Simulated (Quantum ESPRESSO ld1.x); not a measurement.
Q: Tc+, 42 electrons, occupied as [Kr] 4d6 (not the ground configuration). Calculated with ld1.x of Quantum ESPRESSO 7.5: scalar-relativistic Kohn-Sham, LDA (Slater exchange, Perdew-Zunger correlation), spin-polarised, spherical densities, point nucleus; open shells are filled with parallel spins first. Some entries of the table are withheld. Estimate them.

| orbital | occ. | eigenvalue (eV) | r(max) (bohr) | <r^2> (bohr^2) |
|---|---|---|---|---|
| 1s up | 1 | -20844.2 | 0.022 | 0.001589 |
| 1s down | 1 | -20844.2 | 0.022 | 0.001589 |
| 2s up | 1 | -2977.74 | 0.127 | 0.02644 |
| 2s down | 1 | -2977.29 | 0.127 | 0.02643 |
| 2p up | 3 | -2667.35 | 0.101 | 0.02079 |
| 2p down | 3 | -2667.00 | 0.101 | 0.02078 |
| 3s up | 1 | -521.167 | 0.373 | 0.1985 |
| 3s down | 1 | -520.849 | 0.373 | 0.1984 |
| 3p up | 3 | -419.307 | 0.364 | 0.2023 |
| 3p down | 3 | -418.960 | 0.364 | 0.2022 |
| 3d up | 5 | (1) | 0.311 | 0.1916 |
| 3d down | 5 | (2) | 0.311 | 0.1913 |
| 4s up | 1 | -78.3003 | 0.952 | 1.280 |
| 4s down | 1 | -76.1747 | 0.944 | 1.273 |
| 4p up | 3 | (3) | 1.02 | 1.604 |
| 4p down | 3 | (4) | 1.02 | 1.597 |
| 4d up | 5 | -12.5513 | 1.29 | 3.687 |
| 4d down | 1 | -10.3438 | 1.29 | 4.013 |

A: 
(1) 3d up eigenvalue (eV): -253.928
(2) 3d down eigenvalue (eV): -253.462
(3) 4p up eigenvalue (eV): -50.5433
(4) 4p down eigenvalue (eV): -48.2873
